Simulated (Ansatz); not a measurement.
Breaking the Si2–Cl1 bond in Cl2H2Si (SMILES Cl[SiH2]Cl) (multiplicity 1 held, fragments rigid). Energies count from the point at 2.052 Å.
Geometry at that point (charge 0, multiplicity 1):
```xyz
5

Cl    -1.6761     0.4337    -0.0037
Si    -0.0115    -0.7660     0.0237
Cl     1.6883     0.3828    -0.0216
H     -0.0165    -1.5412     1.2727
H     -0.0307    -1.6168    -1.1749
```

R- and RO- levels are restricted; in cc, def2 and unpolarised 6-31G sets they are followed outwards from rest. Unrestricted levels (U-) break spin symmetry where that is lower. Active spaces are followed from a long bond inwards. Curves can end on different states.

Correlated levels freeze the cores.

Run with Ansatz (Gaussian orbitals). Each number belongs to the level named beside it.

```json
[
 {"level": "U-HF/cc-pV(T+d)Z", "energy at R = 6.567 Å (kJ/mol)": "355.1"},
 {"level": "R-PBE/cc-pV(T+d)Z", "energy at R = 6.567 Å (kJ/mol)": "482.5"},
 {"level": "R-r2SCAN/cc-pV(T+d)Z", "energy at R = 6.567 Å (kJ/mol)": "___"},
 {"level": "U-r2SCAN/cc-pV(T+d)Z", "energy at R = 6.567 Å (kJ/mol)": "447.5"},
 {"level": "U-B3LYP/cc-pV(T+d)Z", "energy at R = 6.567 Å (kJ/mol)": "___"},
 {"level": "U-CCSD/cc-pV(T+d)Z", "energy at R = 6.567 Å (kJ/mol)": "445.8"},
 {"level": "SC-NEVPT2 on CASSCF(6,4)/cc-pV(T+d)Z", "energy at R = 6.567 Å (kJ/mol)": "455.9"},
 {"level": "FIC-NEVPT4(SD) on CASSCF(6,4)/cc-pV(T+d)Z", "energy at R = 6.567 Å (kJ/mol)": "452.2"},
 {"level": "FIC-MRCISD on CASSCF(6,4)/cc-pV(T+d)Z", "energy at R = 6.567 Å (kJ/mol)": "446.4"}
]
```

**Question.** Some entries are withheld; supply them.

**Answer.** 
- R-r2SCAN/cc-pV(T+d)Z, energy at R = 6.567 Å (kJ/mol): 523.7
- U-B3LYP/cc-pV(T+d)Z, energy at R = 6.567 Å (kJ/mol): 435.9

Doubts at one or more of the structures used: a spin-contaminated determinant (U-HF/cc-pV(T+d)Z, U-r2SCAN/cc-pV(T+d)Z, U-B3LYP/cc-pV(T+d)Z, U-CCSD/cc-pV(T+d)Z); a restricted determinant that unrestricted orbitals would lower (R-PBE/cc-pV(T+d)Z, R-r2SCAN/cc-pV(T+d)Z); active orbitals that take no part (SC-NEVPT2 on CASSCF(6,4)/cc-pV(T+d)Z, FIC-NEVPT4(SD) on CASSCF(6,4)/cc-pV(T+d)Z, FIC-MRCISD on CASSCF(6,4)/cc-pV(T+d)Z).

Ansatz is a program for electronic structure.
